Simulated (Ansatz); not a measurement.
Reaction (cleavage of the Si–Ga bond): `C[SiH2][GaH][Cl]` + `NB(O)F` → `C[SiH2]OB(N)F` + `[Cl][GaH2]`

Calculated with Ansatz (gas phase, PBE0-D4/def2-TZVP geometries, no zero-point term in ΔE). CBS: MP2 limit from def2 TZ/QZ plus the TZ coupled-cluster correction, frozen cores. DFT in def2-TZVPP. B3LYP here is the variant with VWN-RPA as its local correlation; programs differ in this. For Ga outer-core shells are correlated without core-valence functions, which leaves a few kJ/mol of doubt a bond. Scalar relativity is left out up to krypton. Each species was taken in one conformer, which may not be the lowest.

```tsv
level	ΔE (kJ/mol)	difference from CCSD(T)/CBS
r2SCAN-D4	-84.5	1.5
ωB97X-V	-89.9	-3.9
ωB97M-V	-91.3	-5.3
B2PLYP	-91.0	-5.0
r2SCAN	-84.4	1.6
B3LYP	-87.0	-1.0
HF/def2-TZVPP	-113.1	-27.1
SCS-MP2/def2-TZVPP	-96.3	-10.3
CCSD/def2-TZVPP	-90.7	-4.7
CCSD(T)/def2-TZVPP	-87.5	-1.5
CCSD(T)/CBS	-86.0	0
```

Largest T1 diagnostic among the species: 0.012.

From PBE to PBE0 (25 % exact exchange), in def2-TZVPP and without D4, ΔE moves by −8.2 kJ/mol. In def2-TZVPP, CCSD(T) changes the Hartree–Fock value by +25.7 kJ/mol (the triples alone add +3.2 kJ/mol) and MP2 by +21.3 kJ/mol.
